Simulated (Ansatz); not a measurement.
Geometry optimisation, Ansatz, RKS B3LYP-D4/STO-3G.

The input (input.yaml):

```yaml
crystal:
  periodic: [false, false, false]
  atoms:
    - { symbol: F, position_ang: [1.5157, -1.2893, 1.6232] }
    - { symbol: B, position_ang: [0.8829, -1.3275, 0.2904] }
    - { symbol: Cl, position_ang: [-0.1411, -2.7986, -0.2026] }
    - { symbol: S, position_ang: [1.2511, 0.0709, -0.9537] }
    - { symbol: Si, position_ang: [-0.569, 1.1225, -0.3245] }
    - { symbol: H, position_ang: [-0.445, 1.4877, 1.1167] }
    - { symbol: H, position_ang: [-1.7372, 0.2956, -0.5048] }
    - { symbol: H, position_ang: [-0.6654, 2.3816, -1.1005] }
basis:
  gaussian: { orbitals: STO-3G }
hamiltonian:
  xc: b3lyp
  dispersion: d4
relax:
  f_tol: 0.02
  max_steps: 40
scf:
  lower_state_search: "off"
```

Run as:

```bash
$ ansatz run input.yaml --threads 1 --pin off --max-ram 2048MiB --backend cpu --events-out ev --progress --plain --runs-dir out
```

Task: Where does it end, and by what steps?

Result: The run converged. Limits of this set-up: minimal basis. After 13 steps the energy has fallen by 1.350 eV; Cl3 moved furthest, 1.50 Å.

```tsv
step	energy less start (eV)	largest force component (eV/Å)	accepted
0	0.0000	5.288	yes
1	-0.5897	2.798	yes
2	-0.7262	2.278	yes
3	-0.8533	1.124	yes
4	-0.9549	0.240	yes
5	-1.0390	0.648	yes
6	-1.1165	0.846	yes
7	-1.1567	1.056	yes
8	-1.2774	0.312	yes
9	-1.3218	0.323	yes
10	-1.3438	0.158	yes
11	-1.3479	0.115	yes
12	-1.3496	0.030	yes
13	-1.3497	0.013	yes
```

```xyz
8
Properties=species:S:1:pos:R:3
F 2.124 -2.114 0.587
B 1.109 -1.299 0.390
Cl -0.537 -1.913 0.935
S 1.334 0.291 -0.358
Si -0.667 1.088 -0.385
H -1.185 1.234 0.956
H -1.544 0.265 -1.186
H -0.541 2.391 -0.995
```

Whether the end is a true minimum wasn't checked by a vibrational analysis.

The run took 29 s on 1 thread of Arm Neoverse V2, on a shared host, peak memory 0.17 GiB.
